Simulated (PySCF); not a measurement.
## Telling isomers of C₈H₁₃NSi apart by NMR

Equivalent nuclei averaged, one conformer, gas phase, non-relativistic. Structure optimised with PBE0-D3(BJ)/def2-SVP; shielding tensors at PBE0/pcSseg-1 (GIAO); PySCF 2.14.

δ = σ(ref) − σ, references computed at the same level: TMS for ¹H (σ = 31.27 ppm) and ¹³C (σ = 184.41 ppm). Where no couplings were computed, multiplicities follow the n + 1 count of equivalent neighbours, and m marks all less simple cases (inequivalent or close neighbours, rings, F or P nearby). Shifts are as computed. Against solution values, carbons near 30 ppm lie about +2 ppm off and those near 130 ppm about +5 ppm. Of 1211 compounds with measured shifts, 218 miss one by over three times the rms of a fit or turn the order of signals round; such compounds aren't used in these exercises.

(1) Tabulate the signals of `C[Si](C)(C)c1ccncc1`, `C[Si](C)(C)c1ccccn1`, `C[Si](C)(C)c1cccnc1` and their relative energies.

(2) What is the quickest way to tell C[Si](C)(C)c1ccncc1 from C[Si](C)(C)c1cccnc1?

(3) What is the quickest way to tell C[Si](C)(C)c1ccncc1 from C[Si](C)(C)c1ccccn1?

(4) What is the quickest way to tell C[Si](C)(C)c1ccccn1 from C[Si](C)(C)c1cccnc1?

## Answers

(1) 
```json
{"SMILES": "C[Si](C)(C)c1ccncc1", "carbon types": "1×C 4×CH 3×CH3", "δC": "154.9, 153.9, 133.2, -1.3", "δH": "8.72 (d, 2H), 7.25 (d, 2H), 0.28 (s, 9H)", "E rel. (kcal/mol)": "0.4"}
{"SMILES": "C[Si](C)(C)c1ccccn1", "carbon types": "1×C 4×CH 3×CH3", "δC": "175.5, 155.6, 139.1, 133.8, 127.1, -1.7", "δH": "8.90 (d, 1H), 7.56 (m, 1H), 7.47 (m, 1H), 7.09 (m, 1H), 0.32 (s, 9H)", "E rel. (kcal/mol)": "0.6"}
{"SMILES": "C[Si](C)(C)c1cccnc1", "carbon types": "1×C 4×CH 3×CH3", "δC": "161.1, 155.8, 146.0, 139.1, 127.8, -0.9", "δH": "8.86 (s, 1H), 8.70 (d, 1H), 7.70 (d, 1H), 7.13 (m, 1H), 0.29 (s, 9H)", "E rel. (kcal/mol)": "0.0"}
```

Energies are electronic energies at PBE0/pcSseg-1 on these geometries, without zero-point or thermal terms, each for the one conformer computed, which needn't be the lowest.

(2) Count the carbon signals: 4 against 6. The first has a substituted aromatic carbon (C) at 153.9 ppm, the second a substituted aromatic carbon (C) at 139.1 ppm. Their most deshielded carbons lie at 154.9 and 161.1 ppm.

(3) Count the carbon signals: 4 against 6. The first has a substituted aromatic carbon (C) at 153.9 ppm, the second a substituted aromatic carbon next to a ring nitrogen (C) at 175.5 ppm. Their most deshielded carbons lie at 154.9 and 175.5 ppm.

(4) Both give the same number of carbon signals, with the same numbers of each carbon type, so the positions decide. The first has a substituted aromatic carbon next to a ring nitrogen (C) at 175.5 ppm, the second a substituted aromatic carbon (C) at 139.1 ppm. Their most deshielded carbons lie at 175.5 and 161.1 ppm.
